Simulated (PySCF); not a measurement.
```xyz
4
charge 0 multiplicity 3, angstrom
Cu    0.0000    0.0000    0.0000
Cl    2.1459    0.0000    0.0000
Cl   -1.0729    1.8584    0.0000
Cl   -1.0729   -1.8584    0.0000
```

All numbers come from UPBE in PySCF with Cu def2-SVP, Cl def2-SVP; no relativity; density-fitted integrals.

This geometry of CuCl3 is a stationary point at this level.

(1) What is the point group?

(2) Is it a minimum?

(3) What are the dipole moment and the gap between the highest occupied and lowest empty levels of either spin?

(4) Give the atomic charges and bond orders.

Results:

(1) D3h.

(2) Yes: all harmonic wavenumbers are real.

(3) 0.00 D and 0.45 eV.

(4) 
```
   atom  Mulliken  Löwdin  polar tensor  spin (Mulliken)  Mayer order to Cu1
    Cu1      0.31   -0.02          0.48             0.54                   –
Cl2,3,4     -0.10    0.01         -0.16             0.49                0.98
```

Only a few start shapes were tried, so a lower isomer may exist. Open d and f shells are described by one determinant, and the ground state may have another occupation or spin.
